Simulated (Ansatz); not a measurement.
## Relative stability

Two relaxed structures of CH$_{2}$STe, singlet (PBE0-D4/def2-TZVP; forces vanish, vibrations not checked).

A:

```xyz
5
angstrom
C -0.2870 0.3125 -0.1266
S -0.3430 -0.6219 1.3735
Te 1.6885 -0.6678 0.1091
H -0.6679 -1.9387 1.1482
H -0.8168 -0.2501 -0.9054
```

B:

C1  (-0.276, 0.241, -0.159)
S2  (-0.342, -1.147, 0.945)
Te3  (1.762, -0.380, 0.099)
H4  (-0.490, 1.211, 0.276)
H5  (-0.655, 0.075, -1.161)
(Å)

Program: Ansatz 0.2.0. Basis: def2-TZVPP. Cores are frozen in the correlated methods. Filled d shells of the heavier atoms are correlated. Core potentials replace the inner electrons of the atoms past krypton. The def2 sets are not built for correlating such inner shells, so the correlated values are less sure here. B3LYP uses VWN-RPA correlation.

(1) Which structure is lower at CCSD(T), and by how much? (To be estimated.)

The T1 diagnostic stays at or below 0.016. The restricted Hartree–Fock reference is unstable towards an unrestricted one at one or more of these structures.

## Answers

(1) Computed: B, by 263.1 kJ/mol (electronic energy, against the other). By their contacts, A is CH₂STe ([CH]1[SH][Te]1) and B is CH₂STe ([CH2]1[S][Te]1).

All methods give the same order:

```tsv
method	E(B) − E(A) (kJ/mol)
PBE-D4	-244.9
r2SCAN-D4	-252.4
PBE0-D4	-260.0
B3LYP-D4	-257.2
wB97M-V	-264.1
HF	-282.4
MP2	-270.5
CCSD	-269.9
CCSD(T)	-263.1
```

Labels in which every atom is bracketed show which atoms are joined, not bond orders.

For scale, one of the runs: CCSD(T)/def2-TZVPP, 151 basis functions, launched by `ansatz run in.yaml --threads 2 --pin off --events-out ev --progress --plain --max-ram 4352MiB`. Time: 36 s of wall clock on 2 CPU threads of an Arm Neoverse V2; the host was shared. Peak host memory: 1.1 GiB.
